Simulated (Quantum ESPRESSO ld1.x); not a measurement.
Values are calculated unless marked as measured or tabulated.
All-electron atom: Rh II in [Kr] 4d8.

Code: ld1.x of Quantum ESPRESSO 7.5. Model: scalar-relativistic Kohn-Sham, LDA (Slater exchange, Perdew-Wang correlation), spin-polarised, spherical densities, point nucleus; open shells are filled with parallel spins first.

Energy parts (hartree):
| part | energy |
|---|---|
| total | -4779.2373 |
| kinetic | 4948.3023 |
| electron-nucleus | -11528.3160 |
| Hartree | 1934.4598 |
| exchange-correlation | -133.6834 |

Orbitals (lengths in bohr, moments of r in powers of bohr; <r^-3> diverges for s and p1/2; r(max) is where P^2 peaks; r(90%) holds 90 % of the orbital's charge):
orbital  occ.  eigenvalue (hartree)  r(90%)      <r^4>  <r^-3>   r(max)
1s up       1              -845.849  0.0586  5.384e-06       -  0.02120
1s down     1              -845.849  0.0586  5.384e-06       -  0.02120
2s up       1              -122.900   0.219  0.0009727       -   0.1199
2s down     1              -122.890   0.219  0.0009726       -   0.1199
2p up       3              -110.248   0.202  0.0006957    3241  0.09578
2p down     3              -110.240   0.202  0.0006956    3241  0.09577
3s up       1              -22.1748   0.577    0.04733       -   0.3519
3s down     1              -22.1673   0.577    0.04729       -   0.3519
3p up       3              -18.0161   0.590    0.05111   564.2   0.3449
3p down     3              -18.0079   0.589    0.05104   564.2   0.3449
3d up       5              -11.3451   0.589    0.05122   76.50   0.2909
3d down     5              -11.3342   0.589    0.05110   76.50   0.2910
4s up       1              -3.33860    1.43      1.803       -   0.8806
4s down     1              -3.29352    1.43      1.799       -   0.8796
4p up       3              -2.16376    1.61      2.888   89.63   0.9436
4p down     3              -2.11712    1.61      2.894   89.94   0.9424
4d up       5              -0.52845    2.48      17.24   6.500    1.148
4d down     3              -0.48488    2.54      19.10   6.394    1.148

The highest occupied level is 4d down at -13.194 eV. For comparison, the ionisation energy in NIST's Atomic Spectra Database is 18.080 eV (semi-empirical). In exact Kohn-Sham theory the highest level is minus the ionisation energy, but local and semilocal functionals leave it too shallow, through self-interaction and a potential that decays too fast; potentials with the right tail come closer. Summed over all electrons, <r^2> = 36.90 bohr^2, which gives a Langevin (diamagnetic) susceptibility term of -29.2 x 10^-6 cm^3/mol.
